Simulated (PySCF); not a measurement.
Al(F)(Cl)(OH) (AlClFHO), SMILES [Cl][Al]([OH])[F]. Atoms are numbered in the order given.

```xyz
5

Al     0.0271    -0.4091     0.0000
F      1.5145    -1.1351     0.0000
Cl    -0.0805     1.6623     0.0000
O     -1.3942    -1.3076     0.0000
H     -1.4605    -2.2635     0.0000
```

Geometry optimised at PBE0-D3(BJ)/def2-SVP. Other conformers were not sampled.

All values below come from B3LYP/pcJ-1 run with PySCF.

Isotropic couplings with Fermi-contact, spin-dipole and both spin-orbit terms, one fixed conformer, no vibrational averaging. Isotopes: 19F, 1H.

Computed spin–spin coupling constants:
```tsv
pair	bonds apart	J (Hz)
F2–H5	3	-6.5
```
